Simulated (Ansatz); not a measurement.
Ansatz results at the PBE0-D4/def2-TZVP geometry: HOMO–LUMO gap (PBE0/def2-TZVPP) 4.57 eV; HOMO energy (ωB97M-V/def2-TZVPP) -8.17 eV; LUMO energy (PBE0/def2-TZVPP) -1.46 eV.

Each molecule was computed in one conformer, which needn't be the lowest.

Q: Which molecule gave them?
A. `NCBBr`
B. `CO[SiH2]B(O)F`
C. `[SiH3][GeH]1[CH2][AlH]1`
D. `[NH2][SnH]1[S][S]1`

A: D. The others give `NCBBr`: 5.69, -9.44, -1.34; `[SiH3][GeH]1[CH2][AlH]1`: 4.19, -8.01, -1.90; `CO[SiH2]B(O)F`: 7.88, -10.55, -0.48.
